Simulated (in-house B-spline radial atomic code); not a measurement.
Ionising V⁵⁺ with different functionals

Computed with a radial B-spline atomic code at the basis-set limit: four-component Dirac-Coulomb Hamiltonian, Fermi nucleus of rms radius 3.6002 fm, spin-restricted, spherical fractional occupations for the functionals, and exact exchange of hybrids averaged over the configuration. The ionisation energy is the difference of two self-consistent energies, [Ne] 3s2 3p6 → [Ne] 3s2 3p5, without Breit or QED terms; ε is the level of the shell that loses the electron (mean over j). The electron is taken from both j subshells in proportion to 2j + 1, so the result is a j average, not the step between ground levels.

| method | rung | ΔSCF (eV) | -ε(3p) (eV) |
| --- | --- | --- | --- |
| B3LYP | global hybrid | ? | ? |
| BHandHLYP | global hybrid | 128.59 | 123.44 |
| CAM-B3LYP | range-separated hybrid | ? | ? |
| LC-wPBE | range-separated hybrid | 128.93 | 123.08 |

(1) What does CAM-B3LYP give?

(2) What does B3LYP give?

(3) Among the functionals, which spreads more, the ΔSCF values or the orbital energies?

(4) How do they compare with the NIST value?

Answers

(1) ΔSCF 128.76 eV, and -ε(3p) = 121.92 eV.

(2) ΔSCF 128.82 eV, and -ε(3p) = 119.93 eV.

(3) The orbital energies: ΔSCF values span about 0.34 eV and the orbital energies 3.51 eV; here energy differences depend much less on the functional than eigenvalues do.

(4) NIST lists 128.12 eV ± 0.025 (measured, ground level to ground level). Errors run from +0.46 to +0.80 eV; BHandHLYP is closest (+0.46 eV), but part of that can be cancellation, since the calculations leave out Breit-QED terms, spin polarisation, the choice among j levels, multiplet and fine-structure energies.
